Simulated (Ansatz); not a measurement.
A structure relaxed at PBE-D4/def2-SVP in Ansatz, charge -1, singlet:

Cartesian coordinates in Å:
```
P 1.627 -3.976 -0.994
P -0.658 -3.356 2.502
P 0.788 -1.791 -3.884
P -1.374 1.021 -3.617
P -3.267 -0.615 2.402
P -3.494 1.657 -0.406
P -1.138 -1.316 -0.643
P 2.071 -1.214 1.525
P 1.822 0.995 -1.558
P -0.352 1.758 1.630
P -0.176 -0.417 4.608
P -0.664 3.897 -1.451
P 2.757 3.643 0.955
Ga -0.282 -2.955 -2.136
Ga -2.370 -2.359 1.063
Ga 3.173 -3.212 0.726
Ga 1.138 -2.090 3.495
Ga -2.685 -0.011 -1.916
Ga -0.740 -0.587 -5.309
Ga 2.753 -0.733 -2.960
Ga 0.481 2.344 -2.932
Ga -4.966 0.685 1.244
Ga -1.739 0.933 3.344
Ga -1.882 3.156 0.494
Ga 0.557 0.095 0.198
Ga 3.737 2.135 -0.702
Ga 1.367 2.941 2.806
H 2.436 -4.509 -2.047
H 1.132 -5.233 -0.508
H -1.290 -4.132 3.527
H -0.025 -4.439 1.812
H 1.288 -2.875 -4.681
H -2.281 1.939 -4.246
H -3.932 -1.242 3.508
H -4.356 2.475 -1.210
H 3.088 -0.310 1.964
H -0.806 -1.029 5.740
H 0.736 0.430 5.310
H -1.566 4.680 -2.244
H 0.202 4.966 -1.051
H 2.067 4.708 0.293
H 3.811 4.444 1.505
H -1.304 -4.121 -2.457
H -3.389 -3.505 0.686
H 2.975 -4.276 1.901
H 4.582 -2.918 0.093
H 2.023 -2.916 4.506
H -3.874 -0.876 -2.502
H -1.998 -1.497 -5.641
H 0.076 0.150 -6.453
H 3.586 -0.038 -4.116
H 3.430 -1.819 -2.017
H 1.184 3.161 -4.087
H -5.965 -0.310 0.520
H -5.470 1.795 2.260
H -2.407 1.993 4.305
H -2.459 4.379 1.311
H 4.599 1.145 0.191
H 4.401 3.059 -1.806
H 2.244 1.880 3.608
H 0.775 4.213 3.545
```

**Question.** Give its formula.

**Answer.** Ga14P13H34⁻, a nanocrystal cut from zinc blende GaP (hydrogen-capped).

**Question.** Summarise the bond lengths by kind (pairs closer than 1.2 times the sum of covalent radii, bridged metal pairs left out).

**Answer.** 37 × Ga–P 2.34 to 2.45 Å; 19 × Ga–H 1.57 to 1.60 Å; 15 × H–P 1.43 to 1.44 Å.

Single mean-field runs in def2-SVP are fitted with def2-universal-jkfit.
